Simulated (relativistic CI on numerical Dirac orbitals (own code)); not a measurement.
# N³⁺: computed level list

Calculated at this level of theory: Dirac-Coulomb-Breit CI, separate exchange-only KLI orbitals for each configuration, model QED, valence Slater integrals scaled by 0.85, P86 correlation estimate, and configurations built on the next ion tied to the tabulated ionisation energy (semi-empirical) (own radial code, finite nucleus).

CI space (outside the closed core 1s2): 2s2, 2s 3s, 2s 3p, 2s 2p, 2s 3d, 2s 4s, 2p2, 2p 3s, 2p 3p, 2s 4p, 2s 4d, 2s 4f, 3s2, 3s 3p, 3p2. Levels of other configurations are missing.

```tsv
No.	Configuration	Term	J	E (cm⁻¹)	%	Next component (%)	Landé g	jj configuration (%)
1	2s2	1S	0	0	94	6 2p2 1S		closed (94)
2	2s 2p	3P°	0	68926	100			2s 2p1/2 (100)
3	2s 2p	3P°	1	68986	100		1.501	2s 2p1/2 (67)
4	2s 2p	3P°	2	69127	100		1.501	2s 2p3/2 (100)
5	2s 2p	1P°	1	131390	100		1.000	2s 2p3/2 (67)
6	2p2‡	3P	0	177280	100			2p1/2^2 (67)
7	2p2‡	3P	1	177350	100		1.501	2p1/2 2p3/2 (100)
8	2p2‡	3P	2	177468	100		1.501	2p3/2^2 (66)
9	2p2‡	1D	2	192777	99	1 2s 3d 1D	1.000	2p1/2 2p3/2 (65)
10	2p2‡	1S	0	235107	94	6 2s2 1S		2p3/2^2 (63)
11	2s 3s	3S	1	377292	98	2 2p 3p 3S	2.002	2s 3s (98)
12	2s 3s	1S	0	387448	96	3 2p 3p 1S		2s 3s (96)
13	2s 3p	3P°	0	406916	99	1 2p 3s 3P°		2s 3p1/2 (99)
14	2s 3p	3P°	1	406927	98	2 1P°	1.492	2s 3p1/2 (78)
15	2s 3p	3P°	2	406963	99	1 2p 3s 3P°	1.501	2s 3p3/2 (99)
16	2s 3p	1P°	1	407089	91	7 2p 3s 1P°	1.009	2s 3p3/2 (74)
17	2s 3d	3D	1	420284	99	1 2p 3p 3D	0.499	2s 3d3/2 (99)
18	2s 3d	3D	2	420287	99	1 2p 3p 3D	1.167	2s 3d3/2 (59)
19	2s 3d	3D	3	420295	99	1 2p 3p 3D	1.334	2s 3d5/2 (99)
20	2s 3d	1D	2	429948	98	1 2p2 1D	1.000	2s 3d5/2 (59)
21	2p 3s‡	3P°	0	465902	99	1 2s 3p 3P°		2p1/2 3s (99)
22	2p 3s‡	3P°	1	465980	99	1 2s 3p 3P°	1.501	2p1/2 3s (67)
23	2p 3s‡	3P°	2	466144	99	1 2s 3p 3P°	1.501	2p3/2 3s (99)
24	2p 3s‡	1P°	1	473927	88	6 2s 3p 1P°	1.000	2p3/2 3s (60)
25	2p 3p‡	1P	1	482391	100		1.000	2p3/2 3p3/2 (53)
26	2p 3p‡	3D	1	485672	99	1 2s 3d 3D	0.499	2p1/2 3p1/2 (71)
27	2p 3p‡	3D	2	485768	99	1 2s 3d 3D	1.167	2p1/2 3p3/2 (50)
28	2p 3p‡	3D	3	485918	99	1 2s 3d 3D	1.334	2p3/2 3p3/2 (99)
29	2p 3p‡	3S	1	488625	77	21 2s 4s 3S	2.002	2p3/2 3p3/2 (30)
30	2p 3p‡	3P	0	493722	100			2p1/2 3p1/2 (69)
```

Energies count from the lowest computed level; ° marks odd parity. Filled j subshells are mostly left out of the jj labels. ‡ marks configurations that were not tied to measured data.

The mean weight of the leading LS term, summed over parents, in these 30 levels is 97 %, and that of the leading jj configuration (from the same eigenvectors) 78 %, so LS coupling describes them better.

Configurations that consist of the next ion and one excited electron were tied to the tabulated ionisation energy; Rydberg ones are usually within 1,000 to 3,000 cm⁻¹ and the lowest ones within about 6,000 (9,000 in d shells), while levels on excited terms of the next ion carry the error of that term, and the other configurations can be misplaced by 10,000 cm⁻¹ or more. Rates follow the energies as ν³ (E1, M1) or ν⁵ (E2), so rates, branching and lifetimes can be off by large factors. The fine structure of a lone outer electron comes out too small, for d and f at times inverted, and misplaced configurations move strength between like terms. 40 of the 50 excited levels that our extract of the measured tables holds in this range could be paired (the sources list more); they are missed by 1562 cm⁻¹ on average and 6645 at most, and levels without a partner can miss by more.
